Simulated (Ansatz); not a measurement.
Computed with Ansatz on PBE0-D4/def2-TZVP structures; ΔE is electronic, products minus reactants. CCSD(T)/CBS adds triple-zeta CCSD(T) − MP2 to the extrapolated MP2 energy (def2 sets, frozen cores). This one scheme is used for every species. DFT in def2-TZVPP. Each species was taken in one conformer, which may not be the lowest.

Consider the substitution at a C–F bond: `O[SiH](F)CF` + HCl → `O[SiH](F)CCl` + H–F.

```
           level  ΔE (kJ/mol)
          PBE-D4        -39.8
       r2SCAN-D4        -37.6
       CAM-B3LYP        -27.4
     HF/def2-SVP        -14.2
CCSD(T)/def2-SVP        -24.8
  MP2/def2-TZVPP        -52.7
  MP2/def2-QZVPP        -56.2
    HF/CBS(def2)        -26.0
```

Problem. What does CCSD(T)/CBS give? (An estimate is asked.)

Solution. Ansatz gave: -48.4 kJ/mol. The listed levels differ from it by 8.6, 10.8, 21.0, 34.2, 23.6, -4.3, -7.8, 22.4 kJ/mol.

Problem. What do rigid-rotor, harmonic-oscillator terms from PBE0-D4/def2-TZVP frequencies (298.15 K, 1 bar) make of the CCSD(T)/CBS value? (An estimate is asked.)

Solution. The calculation gave: ΔZPE = +3.6 kJ/mol, ΔH = -44.4 kJ/mol, ΔS = -7 J/(mol·K), ΔG = -42.4 kJ/mol.

Largest T1 diagnostic among the species: 0.012.

From BLYP to BHLYP (50 % exact exchange), in def2-TZVPP and without D4, ΔE moves by −5.3 kJ/mol. Leaving LDA and LC-ωPBE aside and taking each functional with its dispersion term where it has one, the values, not all of them listed here, spread over 15.1 kJ/mol, from PBE-QIDH to CAM-B3LYP-D4. LDA lies −3.8 kJ/mol from PBE without D4.

CCSD(T)/CBS has its own doubt, a few kJ/mol and more with outer-core shells, so smaller differences from it don't rank the levels.
